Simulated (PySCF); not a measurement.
C2H8ClGeN, SMILES [CH3][Ge]([CH3])([NH2])[Cl].

The structure is a stationary point at B3LYP-D3(BJ)/def2-SVP. One conformer was computed; it need not be the lowest.

The numbers are results of B3LYP-D3(BJ)/def2-SVP (PySCF), not measurements.

Frequencies are harmonic and unscaled.

| mode | ν (cm⁻¹) | IR (km/mol) | moving atoms (share of kinetic energy) |
|---|---|---|---|
| 1 | 101 | 0.0 | H 99 % |
| 2 | 109 | 0.1 | H 98 % |
| 3 | 150 | 2.7 | C 44 %, H 30 %, Cl 13 %, N 12 % |
| 4 | 151 | 5.7 | C 38 %, H 29 %, Cl 24 % |
| 5 | 179 | 5.6 | C 33 %, H 27 %, Ge 25 %, Cl 11 % |
| 6 | 193 | 0.2 | H 42 %, N 19 %, Ge 19 %, C 15 % |
| 7 | 203 | 5.6 | N 34 %, H 25 %, Ge 15 %, C 14 %, Cl 11 % |
| 8 | 256 | 37.3 | H 75 %, N 19 % |
| 9 | 380 | 54.2 | Cl 68 %, Ge 29 % |
| 10 | 574 | 199.7 | H 55 %, N 38 % |
| 11 | 584 | 13.0 | C 64 %, H 27 % |
| 12 | 623 | 27.5 | C 59 %, Ge 21 %, H 20 % |
| 13 | 705 | 32.0 | N 55 %, H 26 %, Ge 17 % |
| 14 | 734 | 11.4 | H 85 %, C 13 % |
| 15 | 775 | 2.3 | H 81 %, C 18 % |
| 16 | 822 | 70.1 | H 76 %, C 21 % |
| 17 | 841 | 45.2 | H 76 %, C 22 % |
| 18 | 900 | 36.9 | H 83 %, N 11 % |
| 19 | 1258 | 12.0 | H 79 %, C 21 % |
| 20 | 1263 | 5.5 | H 81 %, C 19 % |
| 21 | 1428 | 0.6 | H 95 % |
| 22 | 1432 | 1.2 | H 95 % |
| 23 | 1434 | 4.3 | H 96 % |
| 24 | 1440 | 6.3 | H 96 % |
| 25 | 1556 | 24.4 | H 91 %, N 9 % |
| 26 | 3044 | 4.6 | H 97 % |
| 27 | 3045 | 2.3 | H 97 % |
| 28 | 3145 | 1.3 | H 90 %, C 10 % |
| 29 | 3145 | 5.3 | H 90 %, C 10 % |
| 30 | 3151 | 0.6 | H 90 %, C 10 % |
| 31 | 3151 | 5.3 | H 90 %, C 10 % |
| 32 | 3522 | 11.8 | H 96 % |
| 33 | 3611 | 13.5 | H 92 %, N 8 % |
